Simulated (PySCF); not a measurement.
## Ionisation energy of As²⁹⁺ by level of theory

As²⁹⁺ [He] 2s2 (1S) → As³⁰⁺ [He] 2s1 (2S), as a difference of total energies. Computed with PySCF 2.14 in an even-tempered Gaussian basis (19 s from 9.3 bohr⁻², ratio 2.2; 8 p from 14 bohr⁻², ratio 2.4; 5 d from 43 bohr⁻², ratio 2.4; 5 f from 65 bohr⁻², ratio 2.4; 4 g from 97 bohr⁻², ratio 2.4), with scalar relativity by spin-free X2C-1e. Correlated levels: nothing frozen; virtual orbitals above 40 to 60 times the deepest correlated orbital energy dropped. The calculations carry no spin-orbit coupling.

| method | ionisation energy (eV) |
| --- | --- |
| UHF | 3281.0 |
| LDA | 3279.4 |
| PBE | 3284.9 |
| PBE0 | 3284.3 |
| r2SCAN | 3280.4 |
| M06 | 3280.8 |
| B3LYP | 3283.9 |
| MP2 (all electrons) | 3286.2 |
| SCS-MP2 (all electrons) | 3287.3 |

Problem. How much does correlation contribute at MP2 (all electrons)?

Solution. 3286.2 − (3281.0) = 5.2 eV, measured against UHF.

For this ion Breit and QED terms and the two-electron picture change, all absent here, outweigh the differences among the correlated methods.

For comparison: 3287 ± 3 eV (semi-empirical (NIST evaluation); NIST Atomic Spectra Database, ionization energies).
